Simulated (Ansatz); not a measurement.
System: GeHCl$_{2}$, charge 0, doublet. GeHCl2 (SMILES [Cl][GeH][Cl], doublet).
B3LYP-D3(BJ)/def2-TZVP minimum from Ansatz (a first-principles code):
```
Ge
H 1 1.5625
Cl 1 2.1751 2 106.85
Cl 1 2.1751 2 106.85 3 -115.46
```
Charge 0, spin multiplicity 2.

Property: atomisation energy (electronic, to ground-state atoms), in kcal/mol. Radicals and triplets start from unrestricted determinants; spin-orbit coupling is neglected. Correlated methods leave the cores frozen (noble-gas shells, and filled d and f shells in the p block). No relativity. CBS(X,Y): correlation extrapolated as X^-3, Hartree-Fock from the larger set. A bracket is a step between two methods taken in the basis named. Double hybrids freeze cores in their MP2 part. For partners of very few electrons the exact lower level stands in for a higher one.

CCSD(T)/CBS(def2-TZVPP,def2-QZVPP) + [CCSDT(Q) - CCSD(T)]/def2-SVP (Ansatz) gives 231.7 kcal/mol.

**Question.** What does PBE/def2-TZVPD (Ansatz) give here, and how do the other levels compare?

**Answer.** PBE gives 234.2 kcal/mol, 2.5 kcal/mol above it. Differences of the others: r2SCAN/def2-TZVPD (Ansatz) 4.8; PBE0/def2-TZVPD (Ansatz) -1.9; wB97M-V/def2-TZVPD (Ansatz) -1.3; B2PLYP/def2-TZVPD (Ansatz) -7.3; CCSD(T)/CBS(def2-TZVPP,def2-QZVPP) (Ansatz) -0.5 kcal/mol.
